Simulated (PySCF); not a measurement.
From one molecule to another.

First species: C3H11OPSi.
Z-matrix (Å and degrees, PBE0-D3(BJ)/def2-SVP geometry), rows numbered from 1:
```
C 
O   1  1.3944
C   2  1.3994  1  114.51
C   3  1.5115  2  108.09  1  -175.29
P   4  1.8774  3  110.54  2    60.49
Si  5  2.2662  4  100.85  3   -72.68
H   1  1.1071  2  111.77  3    58.83
H   1  1.0986  2  107.81  3   178.16
H   1  1.1073  2  111.71  3   -62.51
H   3  1.1103  2  110.37  1   -54.54
H   3  1.1095  2  110.57  1    63.75
H   4  1.1008  3  109.83  2   -63.26
H   4  1.1015  3  109.33  2   178.46
H   5  1.4281  4   97.17  3  -167.81
H   6  1.4949  5  113.73  4   -29.21
H   6  1.5003  5  105.72  4  -147.53
H   6  1.4912  5  111.55  4    96.27
```

Second species: BCl₂GeH₃.
Atom-mapped SMILES: `[Cl:1][B:2]([Cl:3])[GeH3:4]` (hydrogens: H5, H6, H7 on Ge4)

Geometry (PBE0-D3(BJ)/def2-SVP, Å), atoms numbered from 1 in this order:
```xyz
7
BCl2GeH3 angstrom
Cl     1.868    1.610   -0.188
B      1.126    0.029   -0.140
Cl     2.151   -1.379   -0.295
Ge    -0.913   -0.201    0.122
H     -1.178   -0.765    1.532
H     -1.470   -1.210   -0.899
H     -1.662    1.135   -0.022
```

Levels: CAM-B3LYP/def2-SVPD for dipole moment, HOMO energy, LUMO energy, HOMO–LUMO gap, static isotropic polarisability and electronic spatial extent ⟨r²⟩ about the centre of nuclear charge; TDDFT CAM-B3LYP/def2-SVPD for lowest singlet excitation; PBE0-D3(BJ)/def2-SVP for rotational constant A and rotational constant C. Geometries: PBE0-D3(BJ)/def2-SVP. Each species is one conformer at its optimised geometry, gas phase, non-relativistic unless stated; the electronic structure was computed with PySCF and density fitting.

The conformers computed, where there is a choice (atom-mapped SMILES and torsion angles):
- `[CH3:1][O:2][CH2:3][CH2:4][PH:5][SiH3:6]`: C1–O2–C3–C4 -175°, O2–C3–C4–P5 60°, C3–C4–P5–Si6 -73°

Values for the first species:

```
Dipole moment                                                     : 2.43 D
HOMO energy                                                       : -8.08 eV
LUMO energy                                                       : 1.07 eV
HOMO–LUMO gap                                                     : 9.15 eV
Lowest singlet excitation                                         : 5.96 eV
Static isotropic polarisability                                   : 98.8 au
Electronic spatial extent ⟨r²⟩ about the centre of nuclear charge : 1100 bohr²
Rotational constant A                                             : 2.828 GHz
Rotational constant C                                             : 1.147 GHz
```

**Question.** Estimate the same properties for the second species, and the change in each.

**Answer.** 
```json
{"property": "dipole moment", "first": "2.43 D", "second": "0.46 D", "second less first": "-1.97 D"}
{"property": "HOMO energy", "first": "-8.08 eV", "second": "-9.71 eV", "second less first": "-1.63 eV"}
{"property": "LUMO energy", "first": "1.07 eV", "second": "-1.06 eV", "second less first": "-2.13 eV"}
{"property": "HOMO–LUMO gap", "first": "9.15 eV", "second": "8.65 eV", "second less first": "-0.50 eV"}
{"property": "lowest singlet excitation", "first": "5.96 eV", "second": "4.78 eV", "second less first": "-1.18 eV"}
{"property": "static isotropic polarisability", "first": "98.8 au", "second": "74.4 au", "second less first": "-24.4 au"}
{"property": "electronic spatial extent ⟨r²⟩ about the centre of nuclear charge", "first": "1100 bohr²", "second": "978 bohr²", "second less first": "-122 bohr²"}
{"property": "rotational constant A", "first": "2.828 GHz", "second": "3.081 GHz", "second less first": "+0.253 GHz"}
{"property": "rotational constant C", "first": "1.147 GHz", "second": "1.026 GHz", "second less first": "-0.121 GHz"}
```

On the first: S1 lies 3.19 eV below the HOMO–LUMO gap; its leading configuration is HOMO→LUMO, weight 0.39, beside HOMO→LUMO+1, weight 0.38. A dipole of 2.43 D is allowed in C1, and pure rotational transitions are dipole-allowed.

On the second: The principal polarisabilities are 59.1, 80.8 and 83.3 au; their mean is the isotropic value. S1 lies 3.87 eV below the HOMO–LUMO gap; its leading configuration is HOMO→LUMO, weight 0.98. The calculation is non-relativistic and has no spin–orbit coupling, an omission that weighs most on germanium.
